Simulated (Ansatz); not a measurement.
```yaml
crystal:
  periodic: [false, false, false]
  atoms:
    - {symbol: C, position_ang: [-0.656360, 1.440297, -0.250526]}
    - {symbol: C, position_ang: [-0.153273, 0.217406, -0.280800]}
    - {symbol: Si, position_ang: [0.641831, -1.235462, 0.444404]}
    - {symbol: S, position_ang: [0.028508, -1.014593, -1.566330]}
    - {symbol: H, position_ang: [-1.082653, 1.914146, -1.128578]}
    - {symbol: H, position_ang: [-0.653356, 2.007012, 0.673578]}
    - {symbol: H, position_ang: [2.090860, -1.230039, 0.739435]}
    - {symbol: H, position_ang: [-0.123257, -2.155867, 1.312917]}
basis:
  gaussian: {orbitals: aug-cc-pVTZ, fitting: {mean_field: cc-pVTZ-jkfit}}
hamiltonian: {xc: {name: BLYP}}
multiplicity: 3
output: {forces: true}
```

```sh
$ ansatz run in.yaml --threads 2 --pin off --events-out ev --progress --plain --max-ram 4352MiB
```

It prints (some lines left out):

```
Error: YAML parse error: error: line 15 column 1: unknown field `multiplicity`, expected one of crystal, accuracy, basis, kpoints, hamiltonian, magnetization, projection, total_charge, correlation, batch, efield, external_charges, scf, relax, neb, saddle, md, ramp, phonons, dielectric, real_time, elastic, magnetic_configurations, gw, evaluate, workflow, output, checkpoint, execution
13 |   gaussian: {orbitals: aug-cc-pVTZ, fitting: {mean_field: cc-pVTZ…
14 | hamiltonian: {xc: {name: BLYP}}
15 | multiplicity: 3
16 | output: {forces: true}
```

Question: What is wrong with this run?

Answer: The input holds a key that doesn't belong there. The program refused the input.
